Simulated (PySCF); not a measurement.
C₂H₅AlCl₂. Atoms are numbered in the order given.

```xyz
10

Al     0.0701     0.1868     0.0375
Cl    -0.0705    -1.6376     1.0584
Cl     0.9691     1.7728     1.0689
C     -0.6042     0.3821    -1.7683
C     -1.2183    -0.8860    -2.3792
H      0.2268     0.7579    -2.3936
H     -1.3390     1.2087    -1.7577
H     -2.0682    -1.2540    -1.7824
H     -0.4865    -1.7083    -2.4293
H     -1.5858    -0.7085    -3.4031
```

The structure is a stationary point at ωB97X-D3(BJ)/def2-SVP. The structure was generated by enumeration; whether it is a known compound was not checked. The values are those of a single conformer.

These are B3LYP/def2-TZVP run with PySCF values and carry that method's errors.

Atomic charges (e):

| atom | IAO | Mulliken | Löwdin |
|---|---|---|---|
| Al1 | [?] | 0.59 | -0.52 |
| Cl2 | [?] | -0.24 | 0.30 |
| Cl3 | [?] | -0.24 | 0.30 |
| C4 | -0.63 | -0.37 | -0.43 |
| C5 | -0.39 | -0.32 | -0.32 |
| H6 | 0.15 | 0.12 | 0.16 |
| H7 | 0.15 | 0.12 | 0.16 |
| H8 | [?] | 0.11 | 0.12 |
| H9 | [?] | 0.11 | 0.12 |
| H10 | [?] | 0.11 | 0.12 |

Fill in the missing entries. (Estimate from the structure and the level; the computed values follow.)


- Al1, IAO: 1.01
- Cl2, IAO: -0.35
- Cl3, IAO: -0.35
- H8, IAO: 0.14
- H9, IAO: 0.14
- H10, IAO: 0.14
